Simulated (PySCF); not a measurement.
Species: C5H5S2 (doublet state).
Bonds: C1–S2, S2–C3, C3–C4 (aromatic), C4–C5 (aromatic), C5–C6 (aromatic), C6–S7 (aromatic), C3–S7 (aromatic). Hydrogens: H8, H9, H10 on C1; H11 on C5; H12 on C6.

Structure optimised with GFN2-xTB, isolated species. This method treats the open shell by occupation alone, without spin polarisation.

Problem. Give the optimised bond lengths and angles.

Solution. 
```tsv
bond	length (pm)	order
C1–S2	181.6	single
S2–C3	174.2	single
C3–C4	133.3	aromatic
C4–C5	139.9	aromatic
C5–C6	136.0	aromatic
C6–S7	173.3	aromatic
C3–S7	177.9	aromatic
C1–H8, C1–H9, C1–H10	108.6	single
C5–H11	107.4	single
C6–H12	107.2	single
```

Bonds in one row agree within 1 pm and their mean is given. Orders are formal, as drawn. A selection of angles:
```tsv
angle	degrees
S2–C1–H8	106.8
S2–C1–H9	109.2
H8–C1–H9	110.5
H9–C1–H10	110.6
C1–S2–C3	98.0
S2–C3–C4	131.3
S2–C3–S7	120.1
C4–C3–S7	108.6
C3–C4–C5	117.6
C4–C5–C6	110.5
C4–C5–H11	124.7
C6–C5–H11	124.8
C5–C6–S7	112.9
C5–C6–H12	128.3
S7–C6–H12	118.8
C3–S7–C6	90.5
```

Torsions: C1–S2–C3–C4 0° (synperiplanar).

Of the pairs four or more bonds apart, C4···H10 is among the closest relative to their van der Waals radii: 2.86 Å, 98 % of the sum of Bondi's values. C3 (carbon bonded to C and 2 S) is planar (angles 131.3°, 120.1° and 108.6°, sum 360.0°, 0.00 Å off the plane of its three neighbours). The C–S distances run from 1.733 Å (C6–S7, aromatic) to 1.816 Å (C1–S2, drawn single), a spread of 0.083 Å. C6 (carbon bonded to C, S and H) is planar (angles 128.3°, 118.8° and 112.9°, sum 360.0°, 0.00 Å off the plane of its three neighbours). The 5-membered ring C3–C4–C5–C6–S7 has internal angles of 90.5° to 117.6° (sum 540°, against 540° for a flat polygon); it is planar, 0.00 Å rms from its mean plane, widest ring torsion 0°. The 3 C–C bonds span 1.333 Å (C3–C4, aromatic) to 1.399 Å (C4–C5, aromatic), a spread of 0.066 Å. C5 (carbon bonded to 2 C and H) is planar (angles 124.8°, 124.7° and 110.5°, sum 360.0°, 0.00 Å off the plane of its three neighbours).

Point group: Cs (every atom within 0.08 Å of its image). Whether it is a minimum is left open (no frequencies).

One conformer stands for the species.

These are computed values.
